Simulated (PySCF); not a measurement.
## Tin: a sound run and one with changed settings

Sound run: Sn [Kr] 4d10 5s2 5p2, Sn⁺ [Kr] 4d10 5s2 5p1. Calculation: PySCF 2.14, in def2-SVP with the def2 core potential (28 electrons) (4s4p2d, 26 functions); a scalar-relativistic core potential. The sound run starts from symmetry-adapted Hartree-Fock orbitals and uses a fine grid where one is needed.

A second run was set up differently.

| species | method | sound run (hartree) | changed run (hartree) | converged |
| --- | --- | --- | --- | --- |
| Sn | UHF | -213.33613 | -213.33613 | yes |
| Sn | TPSS | -214.15705 | -214.82612 | yes |
| Sn | PBE0 | -214.25429 | -214.58891 | yes |
| Sn⁺ | UHF | -213.08429 | -213.08429 | yes |
| Sn⁺ | TPSS | -213.89065 | -214.56114 | yes |
| Sn⁺ | PBE0 | -213.98563 | -214.31457 | yes |

Ionisation energy of Sn:

| method | sound run (eV) | changed run (eV) |
| --- | --- | --- |
| UHF | 6.853 | 6.853 |
| TPSS | 7.249 | 7.211 |
| PBE0 | 7.311 | 7.465 |

(1) What was changed?
A. minimal basis
B. angular grid far too coarse
C. level shift left on
D. basis contracted for another Hamiltonian

Answers

(1) B. It used 6 angular points. A coarse angular grid integrates products of high-l functions wrongly, so density functionals can shift, and the SCF can exploit the error; Hartree-Fock and MP2 need no grid.
